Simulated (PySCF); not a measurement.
Compound: C₈H₇N₃S.
SMILES with atom numbers: `[CH2:1]=[N:2][c:3]1[cH:4][cH:5][c:6]2[n:7][s:8][n:9][c:10]2[c:11]1[CH3:12]` (hydrogens: H13, H14 on C1; H15 on C4; H16 on C5; H17, H18, H19 on C12)

Computed, not measured: PBE0-D3(BJ)/def2-SVP geometry optimisation, gas phase (PySCF).

(1) Give the optimised bond lengths and angles.

Results:

(1) 
| bond | length (Å) |
| --- | --- |
| C1=N2 | 1.266 |
| N2–C3 | 1.397 |
| C3–C4 | 1.439 |
| C4–C5 | 1.366 |
| C5–C6 | 1.422 |
| C6–N7 | 1.332 |
| N7–S8 | 1.626 |
| S8–N9 | 1.625 |
| N9–C10 | 1.335 |
| C10–C11 | 1.427 |
| C11–C12 | 1.491 |
| C3–C11 | 1.387 |
| C6–C10 | 1.448 |
| C1–H13 | 1.107 |
| C1–H14 | 1.099 |
| C4–H15 | 1.092 |
| C5–H16 | 1.091 |
| C12–H17, C12–H18, C12–H19 | 1.100 |

Bonds in one row agree within 0.01 Å and their mean is given. A selection of angles:
| angle | degrees |
| --- | --- |
| C1–N2–C3 | 121.5 |
| N2–C3–C4 | 120.6 |
| N2–C3–C11 | 117.8 |
| C4–C3–C11 | 121.6 |
| C3–C4–C5 | 122.7 |
| C4–C5–C6 | 117.7 |
| C5–C6–N7 | 126.9 |
| C5–C6–C10 | 119.8 |
| N7–C6–C10 | 113.3 |
| C6–N7–S8 | 106.7 |
| N7–S8–N9 | 100.2 |
| S8–N9–C10 | 106.8 |
| N9–C10–C11 | 125.4 |
| C6–C10–N9 | 112.9 |
| C6–C10–C11 | 121.7 |
| C10–C11–C12 | 120.7 |
| C3–C11–C10 | 116.5 |
| C3–C11–C12 | 122.8 |

Dihedral angles: C1–N2–C3–C4 -40° (synclinal). The mirror-image conformer, all signs reversed, is as good.

The 6-membered ring C3–C4–C5–C6–C10–C11 has internal angles of 116.5° to 122.7°; it is planar, 0.01 Å rms from its mean plane, widest ring torsion 2°. N2 (imine nitrogen) is bent (angle 121.5°). The 7 C–C bonds span 1.366 Å (C4–C5, aromatic) to 1.491 Å (C11–C12, drawn single), a spread of 0.125 Å. Of the pairs four or more bonds apart, N2···H18 is among the closest relative to their van der Waals radii: 2.48 Å, 90 % of the sum of Bondi's values. The 4 C–N bonds span 1.266 Å (C1=N2, drawn double) to 1.397 Å (N2–C3, drawn single), a spread of 0.131 Å. The 5-membered ring C6–N7–S8–N9–C10 has internal angles of 100.2° to 113.3°; it is planar, 0.00 Å rms from its mean plane, widest ring torsion 0°.

Point group: C1 (no symmetry element, even within 0.4 Å). No frequency check. One conformer, not necessarily the lowest.
